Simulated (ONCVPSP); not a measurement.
## Building the ONCV potential for Lu (Z = 71) (PBE, scalar-relativistic).

ONCVPSP 4.0.1 was run on this input:

```
# ATOM AND REFERENCE CONFIGURATION
# atsym  z   nc   nv     iexc    psfile
  Lu 71.00   11    3        4      upf
#
#   n    l    f
    1    0    2.00
    2    0    2.00
    2    1    6.00
    3    0    2.00
    3    1    6.00
    3    2   10.00
    4    0    2.00
    4    1    6.00
    4    2   10.00
    5    0    2.00
    5    1    6.00
    4    3   14.00
    5    2    1.00
    6    0    1.00
#
# PSEUDOPOTENTIAL AND OPTIMIZATION
# lmax
    3
#
#   l,   rc,      ep,       ncon, nbas, qcut
    0    2.95    0.00    5    8    2.10
    1    3.20    0.25    4    9    2.10
    2    2.65    0.00    5    9    6.80
    3    0.95    0.00    4    9   19.80
#
# LOCAL POTENTIAL
# lloc, lpopt,  rc(5),   dvloc0
    4    5    0.80    4.00
#
# VANDERBILT-KLEINMAN-BYLANDER PROJECTORs
# l, nproj, debl
    0    2    3.10
    1    2    3.40
    2    2    3.60
    3    3    3.70
#
# MODEL CORE CHARGE
# icmod, fcfact, rcfact
    0    0.00    0.00
#
# LOG DERIVATIVE ANALYSIS
# epsh1, epsh2, depsh
   -2.00    5.00    0.02
#
# OUTPUT GRID
# rlmax, drl
    6.00    0.01
#
# TEST CONFIGURATIONS
# ncnf
    4
# nvcnf
#   n    l    f
    3
    4    3   14.00
    5    2    1.00
    6    0    2.00
#
    3
    4    3   14.00
    5    2    1.00
    6    0    0.00
#
    3
    4    3   14.00
    5    2    0.00
    6    0    0.00
#
    3
    4    3   13.00
    5    2    1.00
    6    0    2.00
#
```

Command:

```bash
oncvpsp.x < Lu.dat > Lu.out
```

Output (shortened: citation, most of the input echo, consistency checks and plot data are left out):

```
ONCVPSP  (Optimized Norm-Conservinng Vanderbilt PSeudopotential)
scalar-relativistic version 4.0.1

#   n    l    f        energy (Ha)
    1    0    2.00    -2.3245164E+03
    2    0    2.00    -3.9588901E+02
    2    1    6.00    -3.4827421E+02
    3    0    2.00    -8.9908190E+01
    3    1    6.00    -7.5622179E+01
    3    2   10.00    -5.8484173E+01
    4    0    2.00    -1.8095944E+01
    4    1    6.00    -1.3409365E+01
    4    2   10.00    -7.2992650E+00
    5    0    2.00    -2.4906152E+00
    5    1    6.00    -1.4103148E+00
    4    3   14.00    -6.0010037E-01
    5    2    1.00    -2.8920603E-01
    6    0    1.00    -3.7522948E-01

Reference configufation results
  iterations    37
  all-electron total energy (Ha)   -1.45630736D+04

Begin loop to  construct optimized pseudo wave functions
and semi-local pseudopoentials for all angular momenta

   Wellstate for l =  0  n =  9
     eigenvalue =   2.7248
     asymptotic potential =   3.2248
     half-point radius =  4.9228

Calculating optimized projector #   1

 for l=   0

    Fraction of norm inside rc  0.398667
    Optimizing pswf for qcut=   2.10 a_B^-1,  ecut=   2.21 Ha
    Residual kinetic energy error=  2.46D-03 Ha

    Energy error per electron        Cutoff
         Ha          eV             Ha
         0.01000     0.27211        1.56
         0.00100     0.02721        2.90
         0.00010     0.00272        9.74
         0.00001     0.00027       13.38

Calculating optimized projector #   2

 for l=   0

    Fraction of norm inside rc  0.164201
    Optimizing pswf for qcut=   2.10 a_B^-1,  ecut=   2.21 Ha
    Residual kinetic energy error=  3.89D-01 Ha

    Energy error per electron        Cutoff
         Ha          eV             Ha
         0.01000     0.27211        8.37
         0.00100     0.02721       17.29
         0.00010     0.00272       20.23
         0.00001     0.00027       23.07

WARNING wellstate: moderately localized bound state found for n= 6 l=  1
WARNING scattering state with energy  0.05000000
WARNING will be used for the first projector

   Wellstate for l =  1  n =  7
     eigenvalue =   0.0500
     asymptotic potential =   0.5500
     half-point radius = 10.3294

   Wellstate for l =  1  n = 10
     eigenvalue =   3.4500
     asymptotic potential =   3.9500
     half-point radius =  5.6817

Calculating optimized projector #   1

 for l=   1

    Fraction of norm inside rc  0.159831
    Optimizing pswf for qcut=   2.10 a_B^-1,  ecut=   2.21 Ha
    Residual kinetic energy error=  1.05D-03 Ha

    Energy error per electron        Cutoff
         Ha          eV             Ha
         0.01000     0.27211        0.96
         0.00100     0.02721        2.33
         0.00010     0.00272        8.50
         0.00001     0.00027       23.86

Calculating optimized projector #   2

 for l=   1

    Fraction of norm inside rc  0.147453
    Optimizing pswf for qcut=   2.10 a_B^-1,  ecut=   2.21 Ha
    Residual kinetic energy error=  8.23D-01 Ha

    Energy error per electron        Cutoff
         Ha          eV             Ha
         0.01000     0.27211        9.00
         0.00100     0.02721       29.44
         0.00010     0.00272       34.58
         0.00001     0.00027       42.77

   Wellstate for l =  2  n =  8
     eigenvalue =   3.3108
     asymptotic potential =   3.8108
     half-point radius =  4.1702

Calculating optimized projector #   1

 for l=   2

    Fraction of norm inside rc  0.632477
    Optimizing pswf for qcut=   6.81 a_B^-1,  ecut=  23.17 Ha
    Residual kinetic energy error=  1.70D-09 Ha

    Energy error per electron        Cutoff
         Ha          eV             Ha
         0.01000     0.27211        7.96
         0.00100     0.02721       11.06
         0.00010     0.00272       13.78
         0.00001     0.00027       16.09

Calculating optimized projector #   2

 for l=   2

    Fraction of norm inside rc  0.180827
    Optimizing pswf for qcut=   6.81 a_B^-1,  ecut=  23.17 Ha
    Residual kinetic energy error=  2.29D-06 Ha

    Energy error per electron        Cutoff
         Ha          eV             Ha
         0.01000     0.27211       11.40
         0.00100     0.02721       14.50
         0.00010     0.00272       16.43
         0.00001     0.00027       18.27

   Wellstate for l =  3  n =  6
     eigenvalue =   3.0999
     asymptotic potential =   3.5999
     half-point radius =  2.6697

   Wellstate for l =  3  n =  7
     eigenvalue =   6.7999
     asymptotic potential =   7.2999
     half-point radius =  2.4186

Calculating optimized projector #   1

 for l=   3

    Fraction of norm inside rc  0.785064
    Optimizing pswf for qcut=  19.80 a_B^-1,  ecut= 195.94 Ha
    Residual kinetic energy error=  2.41D-06 Ha

    Energy error per electron        Cutoff
         Ha          eV             Ha
         0.01000     0.27211      137.83
         0.00100     0.02721      156.88
         0.00010     0.00272      171.96
         0.00001     0.00027      184.58

Calculating optimized projector #   2

 for l=   3

    Fraction of norm inside rc  0.038624
    Optimizing pswf for qcut=  19.80 a_B^-1,  ecut= 195.94 Ha
    Residual kinetic energy error=  8.13D-07 Ha

    Energy error per electron        Cutoff
         Ha          eV             Ha
         0.01000     0.27211      123.92
         0.00100     0.02721      148.65
         0.00010     0.00272      167.61
         0.00001     0.00027      181.75

Calculating optimized projector #   3

 for l=   3

    Fraction of norm inside rc  0.041106
    Optimizing pswf for qcut=  19.80 a_B^-1,  ecut= 195.94 Ha
    Residual kinetic energy error=  3.98D-06 Ha

    Energy error per electron        Cutoff
         Ha          eV             Ha
         0.01000     0.27211      132.59
         0.00100     0.02721      157.35
         0.00010     0.00272      175.95
         0.00001     0.00027      191.10

Construct Vanderbilt / Kleinmman-Bylander projectors

B matrix Hermiticity error, ll=   0
   1   2    1.1033E-04

  Orthonormal projector coefficients  1.4283E+01  1.3365E+00

B matrix Hermiticity error, ll=   1
   1   2    6.1960E-05

  Orthonormal projector coefficients  8.3962E+00  8.9159E-01

B matrix Hermiticity error, ll=   2
   1   2    1.4780E-04

  Orthonormal projector coefficients  9.7845E+00  8.9055E-01

B matrix Hermiticity error, ll=   3
   1   2   -8.5392E-04
   1   3    1.3862E-03
   2   3    2.4958E-04

  Orthonormal projector coefficients -4.0013E+01 -1.8723E+01 -3.5040E+00

Pseudoatom total energy -138.225151

Diagnostic tests using Vanderbilt-Kleinman-Bylander pseudopotentials
  1 or more projectors used as specified by nproj input data

   l    rcore       rmatch      e in        delta e   norm test  slope test

   0   2.9671528   3.0572420  -0.3752295  -0.0000006   0.9999153   0.9999228
   0   2.9671528   3.0572420   2.7247705   0.0000347   1.0001188   1.0001188

   1   3.2071086   3.3044833   0.0500000   0.0000011   1.0000247   1.0000247
   1   3.2071086   3.3044833   3.4500000   0.0000151   0.9999902   0.9999902

   2   2.6642579   2.7451505  -0.2892060   0.0000000   1.0000168   1.0000200
   2   2.6642579   2.7451505   3.3107940   0.0000020   1.0001352   1.0001352

   3   0.9521899   0.9811005  -0.6001004  -0.0000137   1.0004553   1.0003957
   3   0.9521899   0.9811005   3.0998996   0.0001366   1.0008171   1.0008171
   3   0.9521899   0.9811005   6.7998996   0.0005779   1.0008389   1.0008389

 Testing for bound ghosts
   n   l    E NL Schr. Eq   E Basis Diag.   E Cutoff

       0                      -14.889804     29.61  WARNING - GHOST(-)
   1   0       -0.375230       -0.374704     29.61

       1                       -7.590887     38.37  WARNING - GHOST(-)
       1                       -0.219946     38.37  WARNING - GHOST(-)

   3   2       -0.289206       -0.288398     62.40

   4   3       -0.600114       -0.593954    673.78

 Testing for highly-localized positive-energy ghosts
       l    <radius>/rc     E Basis Diag.   E Cutoff

       0        0.281049       -0.232719     29.61  WARNING - GHOST(+)

       1        0.513153        3.235862     38.37  WARNING - GHOST(+)

Test configuration 0

   n   l     f        eae           eps        diff
   1   0  2.0000-2324.51635311
   2   0  2.0000 -395.88900639
   2   1  6.0000 -348.27421229
   3   0  2.0000  -89.90819034
   3   1  6.0000  -75.62217856
   3   2 10.0000  -58.48417305
   4   0  2.0000  -18.09594391
   4   1  6.0000  -13.40936529
   4   2 10.0000   -7.29926503
   5   0  2.0000   -2.49061525
   5   1  6.0000   -1.41031480
   4   3 14.0000   -0.60010037   -0.60011407   -1.37D-05
   5   2  1.0000   -0.28920603   -0.28920601    1.53D-08
   6   0  1.0000   -0.37522948   -0.37523009   -6.13D-07

    Total energies and differences
      AE_ref= -1.45630736D+04  AE_tst= -1.45630736D+04  dif=  0.00D+00
      PS_ref= -1.38225151D+02  PS_tst= -1.38225151D+02  dif=  1.51D-12
      PSP excitation error= -1.51D-12

Test configuration 1

   n   l     f        eae           eps        diff
   1   0  2.0000-2324.26820613
   2   0  2.0000 -395.64221708
   2   1  6.0000 -348.02734846
   3   0  2.0000  -89.66179606
   3   1  6.0000  -75.37577554
   3   2 10.0000  -58.23778677
   4   0  2.0000  -17.84942303
   4   1  6.0000  -13.16281919
   4   2 10.0000   -7.05274527
   5   0  2.0000   -2.24388440
   5   1  6.0000   -1.16354316
   4   3 14.0000   -0.35366993   -0.35597797   -2.31D-03
   5   2  1.0000   -0.06429442   -0.06482707   -5.33D-04
   6   0  2.0000   -0.17122821   -0.17253684   -1.31D-03

    Total energies and differences
      AE_ref= -1.45630736D+04  AE_tst= -1.45633443D+04  dif= -2.71D-01
      PS_ref= -1.38225151D+02  PS_tst= -1.38496987D+02  dif= -2.72D-01
      PSP excitation error=  1.13D-03

Test configuration 2

psatom: WARNING lschvkbb convergence error n,l,iter=   1   0  25
ea(ii),et,emin,emax -4.661684E-01 -4.714042E-01 -4.714042E-01 -4.714042E-01
run_config: WARNING for fully non-local PS atom, stg. 1
 WARNING no output for configuration 3

Test configuration 3

psatom: WARNING lschvkbb convergence error n,l,iter=   1   0  13
ea(ii),et,emin,emax -4.607672E-01 -4.732548E-01 -4.732548E-01 -4.732548E-01
run_config: WARNING for fully non-local PS atom, stg. 1
 WARNING no output for configuration 4

Test configuration 4

psatom: WARNING lschvkbb convergence error n,l,iter=   1   0  23
ea(ii),et,emin,emax -3.971514E-01 -4.368665E-01 -4.368665E-01 -4.368665E-01
run_config: WARNING for fully non-local PS atom, stg. 1
 WARNING no output for configuration 5
```

Note: ghosts flagged at negative energy: s at -405.2 eV, p at -206.6 eV, s at -6.3 eV (a further GHOST(-) flag falls on a real empty level of the atom); GHOST(+) flagged for p at 88.1 eV. A true bound ghost makes a file unfit for plane-wave use.

The run took about 6.8 s on one core of a shared server CPU.
